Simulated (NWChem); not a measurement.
System: SiHOCl, singlet; SMILES O[Si]Cl

```xyz
4

Si     0.6304     0.6065     0.0000
Cl    -0.1208    -1.3473     0.0000
O     -0.8140     1.4340     0.0000
H     -0.7188     2.3947     0.0000
```
Atoms are numbered in this order, from 1.

Results from NWChem. Geometry optimised at PBE0/def2-SVP; all other runs use it. Low-valent species are run as closed-shell singlets; no triplet was tried in these runs.

```tsv
quantity	level	value
isotropic polarisability (bohr³), static	CAM-B3LYP/def2-SVPD	?
−ε(HOMO) (eV)	CAM-B3LYP/def2-SVP	?
cavity-dispersion-structure term (kcal/mol) in water	PBE0/def2-SVP, SMD	?
vertical, lowest state with f > 0.02, singlet (eV)	CAM-B3LYP/def2-SVPD, TDA	4.64
dipole (D)	PBE0/def2-SVP	2.60
highest harmonic frequency (cm⁻¹)	PBE0/def2-SVP	3883
```

Task: Some entries are withheld; supply them.

Result: 
- isotropic polarisability (bohr³), static, value: 48.3
- −ε(HOMO) (eV), value: 8.51
- cavity-dispersion-structure term (kcal/mol) in water, value: 1.0
